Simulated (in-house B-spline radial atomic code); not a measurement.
Cr. Computed with a B-spline radial atomic code. Model: non-relativistic spherical atom: semilocal Troullier-Martins pseudo-atom, one channel per l, against all electrons, high spin, G0W0 and RPA with empty states to l = 8, local potential for every l without a channel, a model core (radius 0 = none) keeps its share of the functional.

What the tables leave out is listed at the end.

The pseudopotential gives back the lowest level of each angular momentum of its own functional in the configuration it was made in; a second state of the same l is only approximately right. Exact exchange, RPA and GW see the smooth pseudo-orbitals and miss the exchange with the core, for which the functional's share stands in. The column with an uncorrelated core keeps all orbitals and exact exchange, and so separates missing core correlation from pseudisation. Only the three outermost levels and the lowest empty one were computed. RPA here is direct RPA, with no exchange kernel, and its energies carry an (l + 1/2)⁻⁴ tail. A hybrid on a potential with a model core restores only its own semilocal share of the core's exchange.

Command:
```bash
python run_psgw.py task.json out
```
Settings (lengths in bohr, energies in hartree):
```
Z                      24
electrons              24
configuration          [Ar] 3d5 4s1
generated_in           [Ar] 3d5 4s1
functional             pbe,pbe
core_shells            4
radius_factor          0.9
core_correction        False
ion_configuration      [Ar] 3d5
```

Run time, properties included: 74 s on 1 thread of Arm Neoverse N1, with other jobs on the host.

Given: made with PBE; model core radius 0 bohr; local radius 0.986 bohr; mean-field start PBE0.

Valence shells of the generating configuration: 3p, 4s, 3d.

Channel: s 2.508, p 0.717, d 2.16 (radii in bohr).

Computed: largest level miss in the spin-unpolarised generating configuration 0.002 eV; valence RPA correlation energy all-electron orbitals -0.67372 hartree; all-electron RPA polarisability, core included 43.227 bohr³; ionisation by mean-field all-electron 6.9264 eV; ionisation by mean-field pseudo minus all 0.262 eV; ionisation by RPA all-electron 7.1765 eV; ionisation by RPA pseudo minus all 0.831 eV.

```json
{"level": "4s up", "occupied": "1", "mean-field all-electron (eV)": "-4.8496", "mean-field pseudo minus all (eV)": "-0.2", "G0W0 all-electron (eV)": "-7.1889", "G0W0 uncorrelated core minus all (eV)": "-0.023", "G0W0 pseudo minus all (eV)": "-0.644", "exchange self-energy all-electron (eV)": "-9.7467", "exchange self-energy pseudo (eV)": "-10.461"}
```

(1) What is the valence RPA correlation energy pseudo?

(2) What is the pseudo-atom RPA polarisability?

Given: mean-field start Hartree-Fock.

Computed: valence RPA correlation energy all-electron orbitals -0.56953 hartree; all-electron RPA polarisability, core included 34.084 bohr³; pseudo-atom RPA polarisability 22.942 bohr³; ionisation by mean-field pseudo minus all 1.185 eV; ionisation by RPA all-electron 6.7917 eV; ionisation by RPA pseudo minus all 0.969 eV.

```tsv
level	occupied	mean-field all-electron (eV)	mean-field pseudo minus all (eV)	G0W0 all-electron (eV)	G0W0 uncorrelated core minus all (eV)	G0W0 pseudo minus all (eV)	exchange self-energy all-electron (eV)	exchange self-energy pseudo (eV)
4s up	1	-6.0422	-1.315	-6.815	-0.017	-1.022	-8.7077	-11.619
3d up	1	-10.169	0.878	-9.1246	0.113	0.743	-33.629	-28.665
3p down	1	-50.065	3.61	-47.852	-0.392	2.177	-40.779	-30.291
```

(3) What is the valence RPA correlation energy pseudo?

(4) What is the ionisation by mean-field all-electron?

Results:

(1) -0.79108 hartree.

(2) 39.873 bohr³.

(3) -0.69225 hartree.

(4) 5.9017 eV.

Among the listed levels the largest G0W0 shift of the pseudo-atom is +2.18 eV, for 3p down on the Hartree-Fock start, while leaving the core uncorrelated moves that level by -0.39 eV. So pseudisation and the lost core exchange, not the missing core correlation, make the error. Not in the tables (levels of low weight, unsolved or above zero; the highest and the empty levels are kept at any weight): on PBE, a start not tabulated, the G0W0 levels 3d up (pseudo minus all +0.34 eV, weights 0.55 and 0.47), 4s up (pseudo minus all -0.34 eV, weights 0.53 and 0.72), 3p down (pseudo minus all +2.57 eV, weights 0.51 and 0.00); on PBE0 the G0W0 levels 3d up (pseudo minus all +0.49 eV, weights 0.74 and 0.70), 3p down (pseudo minus all +1.76 eV, weights 0.69 and 0.66).
